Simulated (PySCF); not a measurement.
Molecule: `C#CC1CCCCC1`, C8H12.

Atom-mapped SMILES (the numbers label the heavy atoms): `[CH:1]#[C:2][CH:3]1[CH2:4][CH2:5][CH2:6][CH2:7][CH2:8]1` (H(Xn): hydrogen on atom n). Ha(C4), Ha(C5), Ha(C6), Ha(C7), Ha(C8) are cis to C2 on the ring; Hb(C4), Hb(C5), Hb(C6), Hb(C7), Hb(C8) are trans to C2 on the ring.

Geometry PBE0-D3(BJ)/def2-SVP throughout; GIAO in PySCF 2.14.0 with density-fitted response routines, gas phase, one conformer, non-relativistic; equivalent atoms averaged; functional PBE0.

(1) How do the shifts δ (against TMS at the same level) depend on the basis set? (a selection of nuclei; ppm; last column core-seconds on 1 thread of an x86-64 server CPU, shared host)

(2) Which nucleus among those listed moves most, in ppm?

(3) Taking the largest basis, def2-TZVP (320 functions), as the yardstick, rank the others by their worst heavy-atom deviation.

Answers

(1) 
```
    basis set  functions    C3  C4/C8  C5/C7    C6  Hb(C4)/Hb(C8)  H(C3)  Ha(C5)/Ha(C7)  Hb(C6)  Ha(C6)  core-s
       STO-3G         52  29.8   28.6   26.4  26.1           1.15   1.14           0.98    0.93    0.64     6.2
     pcSseg-0         96  28.3   33.9   26.6  26.0           1.69   1.75           1.46    1.37    1.06     8.2
        6-31G         96  29.8   33.3   26.5  26.2           1.95   2.29           1.68    1.55    1.40      14
       6-31G*        136  28.4   32.3   25.8  25.6           1.89   2.23           1.63    1.55    1.31      24
      cc-pVDZ        172  32.0   35.2   28.3  28.1           1.80   1.96           1.57    1.46    1.05      19
     def2-SVP        172  28.1   32.7   25.6  25.5           1.66   1.83           1.46    1.33    0.94      18
     pcSseg-1        196  30.5   35.3   28.1  27.7           1.81   1.93           1.60    1.49    1.06      31
6-311+G(2d,p)        288  31.3   35.2   28.2  27.7           1.91   2.15           1.68    1.59    1.12      74
  aug-cc-pVDZ        292  32.2   35.2   28.3  27.9           1.99   2.18           1.75    1.68    1.18      45
    def2-TZVP        320  32.3   36.1   29.0  28.6           1.93   2.16           1.68    1.60    1.15      54
```

(2) C4/C8 (sp3 CH2 in a ring): from 28.6 ppm with STO-3G to 36.1 ppm with def2-TZVP. The smallest spread is 0.75 ppm, at Hb(C6). Proton shifts span only some 12 ppm, so a few tenths of a ppm matter as much there as several ppm in carbon.

(3) aug-cc-pVDZ 0.9 ppm (292 functions), cc-pVDZ 1.0 ppm (172 functions), 6-311+G(2d,p) 1.0 ppm (288 functions), pcSseg-1 1.8 ppm (196 functions), 6-31G 2.8 ppm (96 functions), 6-31G* 3.9 ppm (136 functions), pcSseg-0 4.0 ppm (96 functions), def2-SVP 4.3 ppm (172 functions), STO-3G 7.6 ppm (52 functions).

A small basis that lands close on one nucleus may do so by chance; judge by the trend and by all nuclei.
